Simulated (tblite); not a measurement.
Parent: `[CH2:1]=[CH:2][N:3]([SiH3:4])[SiH2:5][F:6]` with C1–C2–N3–Si4 1°, C2–N3–Si5–F6 179°, C2H8FNSi2.

The geometries are computed with GFN2-xTB (gas phase). One conformer each, not checked by frequencies here.

```csv
coordinate of the parent,value
C1=C2,1.325 Å
C2–N3,1.388 Å
N3–Si4,1.759 Å
N3–Si5,1.734 Å
Si5–F6,1.603 Å
C1–C2–N3,127.0°
C2–N3–Si4,119.4°
C2–N3–Si5,115.3°
Si4–N3–Si5,125.4°
N3–Si5–F6,107.8°
```

How does the shared frame change in `[CH3:1][C:2]#[C:3]/[CH:4]=[CH:5]/[N:6]([SiH3:7])[SiH2:8][F:9]` with C4–C5–N6–Si7 178°, C5–N6–Si8–F9 -179°, C5H10FNSi2? Atoms pair as C1 = C4, C2 = C5, N3 = N6, Si4 = Si7, Si5 = Si8, F6 = F9 (parent first).

| parent | relative | value in the relative | change |
| --- | --- | --- | --- |
| C1=C2 | C4=C5 | 1.337 Å | +0.012 |
| C2–N3 | C5–N6 | 1.383 Å | -0.005 |
| N3–Si4 | N6–Si7 | 1.759 Å | 0.000 |
| N3–Si5 | N6–Si8 | 1.737 Å | +0.003 |
| Si5–F6 | Si8–F9 | 1.607 Å | +0.004 |
| C1–C2–N3 | C4–C5–N6 | 126.2° | -0.8 |
| C2–N3–Si4 | C5–N6–Si7 | 119.7° | +0.3 |
| C2–N3–Si5 | C5–N6–Si8 | 119.4° | +4.1 |
| Si4–N3–Si5 | Si7–N6–Si8 | 120.9° | -4.5 |
| N3–Si5–F6 | N6–Si8–F9 | 104.7° | -3.1 |

Of the parent's bonds, C1–C2 changes most (+0.012 Å). Bonds of the relative outside the shared frame: C1–C2 1.447, C2≡C3 1.204, C3–C4 1.408 Å.
